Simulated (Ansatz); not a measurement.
Consider the cleavage of the Si–Al bond: `[AlH2][SiH3]` + `OC1=CS1` → `[SiH3]OC1=CS1` + `[AlH3]`.

Isolated molecules relaxed with PBE0-D4/def2-TZVP in Ansatz; ΔE leaves out vibrations. CBS: MP2 limit from def2 TZ/QZ plus the TZ coupled-cluster correction, frozen cores. This one scheme is used for every species. DFT in def2-TZVPP. One conformer a species, not always the lowest.

```csv
level,ΔE (eV)
PBE-D4,-0.64
B2PLYP,-0.93
SCS-MP2/def2-TZVPP,-1.03
CCSD/CBS(def2),-0.91
```

(1) What does CCSD(T)/CBS give? (Estimate.)

Largest T1 diagnostic among the species: 0.013.

## Answers

(1) Ansatz gave: -0.90 eV. The listed levels differ from it by 0.26, -0.03, -0.13, -0.01 eV.

The D4 term adds −0.06 eV with B3LYP and −0.04 eV with PBE0; it sums over pairs of atoms, weighted by their polarisabilities, and B3LYP, whose exchange is more repulsive, gets the larger term. In def2-TZVPP, CCSD(T) changes the Hartree–Fock value by +0.17 eV (the triples alone add +0.01 eV) and MP2 by +0.05 eV. From PBE to PBE0 (25 % exact exchange), in def2-TZVPP and without D4, ΔE moves by −0.06 eV.

B3LYP here is the variant with VWN-RPA as its local correlation; programs differ in this.
